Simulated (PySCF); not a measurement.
A structure optimised at PBE-D3(BJ)/def2-SVP, used in a PySCF frequency run:

```
Ti
F 1 1.7554
F 1 1.7609 2 98.84
F 1 1.7609 2 98.84 3 118.95
Cl 1 2.2430 2 98.95 3 -120.52
N 1 2.3286 3 80.70 2 -179.21
H 6 1.0286 1 111.31 3 -60.83
H 6 1.0286 7 106.90 3 156.19
H 6 1.0295 7 107.46 8 115.11
```
Charge 0, spin multiplicity 1.

Question: Write its SMILES, formula and point group.

Answer: [NH3]->[Ti]([F])([F])([F])[Cl], ClF3H3NTi, Cs

Question: What are its rotational constants (standard atomic weights)?

Answer: 2.0814, 1.7968, 1.4415 GHz
